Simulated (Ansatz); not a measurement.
The cluster Sr₆S₅. Total charge 0; singlet. Geometry PBE-D4/def2-SVP; atoms count from 1.

| atom | x (Å) | y (Å) | z (Å) |
| --- | --- | --- | --- |
| Sr1 | -2.053 | -2.596 | -2.281 |
| Sr2 | -1.172 | 1.167 | -0.873 |
| Sr3 | 1.397 | 1.994 | 2.131 |
| Sr4 | -1.514 | -0.406 | 2.830 |
| Sr5 | 2.165 | 0.845 | -3.282 |
| Sr6 | 1.194 | -1.445 | 0.018 |
| S7 | 1.262 | -0.715 | 2.800 |
| S8 | -1.776 | -1.520 | 0.272 |
| S9 | -1.371 | 2.189 | 1.809 |
| S10 | 1.784 | 1.416 | -0.584 |
| S11 | 0.085 | -0.929 | -2.841 |

In the def2 sets Sr takes a core potential; there is no spin–orbit coupling. The restricted singlet is unstable towards broken spin symmetry in Hartree–Fock (as tested in another run); at PBE0-D4/def2-TZVP this wasn't settled. At PBE0-D4/def2-TZVP a triplet of charge 0 lies 0.22 eV below the restricted singlet, each at its own geometry. The structure comes from a short search, and lower isomers may exist.

(1) Estimate the Mulliken populations from the PBE0/def2-TZVP orbitals of Ansatz.

(2) And the Mayer bond orders between bonded heavy atoms (over 0.3)?

## Answers

(1) 
| atom | charge (e) |
| --- | --- |
| Sr1 | 0.52 |
| Sr2 | 1.04 |
| Sr3 | 1.06 |
| Sr4 | 1.06 |
| Sr5 | 0.52 |
| Sr6 | 1.05 |
| S7 | -1.01 |
| S8 | -1.11 |
| S9 | -1.01 |
| S10 | -1.11 |
| S11 | -1.02 |
Mulliken values and Mayer orders depend strongly on the basis.

(2) Sr1–S8 0.46 (2.78 Å); Sr1–S11 0.48 (2.77 Å); Sr2–S8 0.35 (2.98 Å); Sr2–S9 0.54 (2.88 Å); Sr2–S10 0.35 (2.98 Å); Sr2–S11 0.30 (3.14 Å); Sr3–S7 0.62 (2.79 Å); Sr3–S9 0.61 (2.79 Å); Sr3–S10 0.39 (2.80 Å); Sr4–S7 0.62 (2.79 Å); Sr4–S8 0.39 (2.80 Å); Sr4–S9 0.61 (2.79 Å); Sr5–S10 0.46 (2.78 Å); Sr5–S11 0.48 (2.77 Å); Sr6–S7 0.54 (2.88 Å); Sr6–S8 0.35 (2.98 Å); Sr6–S10 0.35 (2.98 Å); Sr6–S11 0.32 (3.11 Å). Values over 0.3 also appear between atoms too far apart for a bond (Sr1–Sr5 0.84 at 5.53 Å); they arise where an orbital or an unpaired electron spreads over both atoms.
